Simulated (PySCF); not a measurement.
A TDDFT job was run through a driver script with this input:

```
{"job": {"kind": "uv", "xc": "CAM-B3LYP", "basis": "def2-SVPD", "nstates": 8, "ntriplets": 3}, "charge": 0, "multiplicity": 1}
F     -0.108524    -1.781022     0.842230
C      0.000441    -0.817749    -0.159038
Ge    -1.723245     0.172153    -0.221452
Ge     1.638197     0.244746     0.307581
F      2.601254     0.330287    -1.167774
Br     1.182008     2.406798     0.842695
H      0.199230    -1.359333    -1.087696
H     -1.958499     0.794573     1.112308
H     -1.652906     1.206399    -1.293366
H     -2.779973    -0.841047    -0.514076
H      2.607442    -0.353135     1.312624
```

Its output, with some lines taken out ([cut]):

```
coarse grid: 50304 points
cycle   1  E = -6968.1747546753  dE = -1.883e+00  |g| = 9.230e-01  |ddm| = 3.859e+00
cycle   2  E = -6968.0661388422  dE =  1.086e-01  |g| = 1.287e+00  |ddm| = 1.875e+00
cycle   3  E = -6968.3125937973  dE = -2.465e-01  |g| = 1.277e-01  |ddm| = 9.937e-01
cycle   4  E = -6968.3148285110  dE = -2.235e-03  |g| = 4.193e-02  |ddm| = 1.549e-01
cycle   5  E = -6968.3150786196  dE = -2.501e-04  |g| = 9.402e-03  |ddm| = 3.880e-02
cycle   6  E = -6968.3150911629  dE = -1.254e-05  |g| = 4.362e-03  |ddm| = 1.371e-02
cycle   7  E = -6968.3150943732  dE = -3.210e-06  |g| = 8.537e-04  |ddm| = 4.098e-03
final grid: 100432 points
cycle   8  E = -6968.3149993104  dE = -1.489e-07  |g| = 8.660e-04  |ddm| = 2.871e-03
cycle   9  E = -6968.3149992478  dE =  6.265e-08  |g| = 1.099e-03  |ddm| = 1.323e-03
cycle  10  E = -6968.3149994256  dE = -1.779e-07  |g| = 7.555e-05  |ddm| = 7.032e-04
cycle  11  E = -6968.3149994267  dE = -1.044e-09  |g| = 2.386e-05  |ddm| = 8.146e-05
cycle  12  E = -6968.3149994269  dE = -2.319e-10  |g| = 1.136e-05  |ddm| = 6.764e-05
converged SCF energy = -6968.3149994269

[cut]

Singlet excitations
state   eV       nm        f      main configurations
  1   6.5622    188.9   0.04228   H->L 0.70, H-2->L 0.18
  2   6.6737    185.8   0.01758   H->L+1 0.77
  3   6.7603    183.4   0.01202   H-1->L 0.83
  4   7.3249    169.3   0.02649   H-2->L 0.64, H->L 0.10
[cut]
  6   7.5762    163.6   0.00695   H-1->L+1 0.75
[cut]
  8   7.9020    156.9   0.01371   H-3->L+1 0.56, H-3->L 0.21

Triplet excitations (Tamm-Dancoff, eV): 5.9451 6.2445 6.2731
```

Theory: TDDFT CAM-B3LYP/def2-SVPD, vertical, gas phase, core orbitals frozen in the response (PySCF). Isolated species at its GFN2-xTB geometry (one conformer only). The CAM-B3LYP/def2-SVPD calculation is non-relativistic and has no spin–orbit coupling, an omission that weighs most on bromine and germanium.

Problem. Restore the lines that were cut, in order.

Solution. 
```
Static polarisability (au): isotropic 92.567, principal 77.380 96.146 104.177
  5   7.3698    168.2   0.02127   H-2->L+1 0.58, H->L+2 0.10
  7   7.6933    161.2   0.16501   H->L+2 0.50, H-2->L+1 0.16, H->L+3 0.09
```

Problem. What transition dipole goes with state 7?

Solution. |μ|² = 3f / (2ΔE) = 3 × 0.1650 / (2 × 0.2827) = 0.875 au, so |μ| = 2.38 D.

Problem. Which orbital energies lie behind H and L?

Solution. HOMO -9.84 eV and LUMO 0.08 eV, a gap of 9.92 eV; state 1 differs from that by -3.36 eV.

Problem. How many basis functions and electrons does this run hold?

Solution. 223 basis functions for 128 electrons in 64 doubly occupied orbitals.

Problem. Which species is it?

Solution. `F[C@@H]([GeH3])[Ge@@H]([F])[Br]` (CH5BrF2Ge2), point group C1.

The SCF starts on a coarse grid; the energy jumps when the final grid takes over, and dE counts afresh there. H and L stand for HOMO and LUMO.

Hardware: one thread, Arm Neoverse N1 (aarch64), no GPU, shared host with 64 logical CPUs at a one-minute load of 58. Cost: 2.2 min, 1.1 GiB resident at most.

Conformer computed: `[F:1][C@@H:2]([GeH3:3])[Ge@@H:4]([F:5])[Br:6]`: F1–C2–Ge4–F5 131°.
